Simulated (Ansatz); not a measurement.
SnGe6, relaxed as a singlet with RKS PBE-D4/def2-SVP in Ansatz, starting from the GFN2-xTB geometry. Force threshold 0.02 eV/Å.

In the def2 sets Sn takes a core potential; there is no spin–orbit coupling. Another isomer (singlet) lies 0.84 eV lower at PBE0-D4/def2-TZVP; other spin states weren't run for this one.

Start:

```
atom   x (Å)   y (Å)   z (Å)
 Sn1  -0.302  -1.254   0.977
 Ge2   1.615  -1.583  -1.346
 Ge3   0.901   1.300   2.105
 Ge4  -0.905   1.435   0.500
 Ge5  -2.567   0.036  -0.569
 Ge6   1.707   0.425   0.002
 Ge7  -0.448  -0.359  -1.668
```

Problem. Estimate the energy that the relaxation releases and the steps that it takes.

Solution. 0.29 eV, in 8 steps; 38 s on 4 threads of Arm Neoverse V1 on a shared host. No frequencies were taken in this run, so the end may be a saddle point.

Problem. Does the start keep its bonding and symmetry?

Solution. Bonds lost: Sn1–Ge2, Sn1–Ge5 (atoms count from 1). Point group C3v at the start, C3v at the end, both within 0.05 Å.

Problem. Predict the relaxed structure.

Solution. 
```csv
atom,x (Å),y (Å),z (Å)
Sn1,-0.337,-1.401,1.096
Ge2,1.695,-1.508,-1.486
Ge3,0.952,1.458,2.078
Ge4,-0.996,1.438,0.613
Ge5,-2.620,0.160,-0.679
Ge6,1.818,0.350,0.088
Ge7,-0.512,-0.497,-1.711
```
Bond lengths: 6 × Ge–Ge 2.44 Å; 3 × Ge–Sn 2.95 Å.
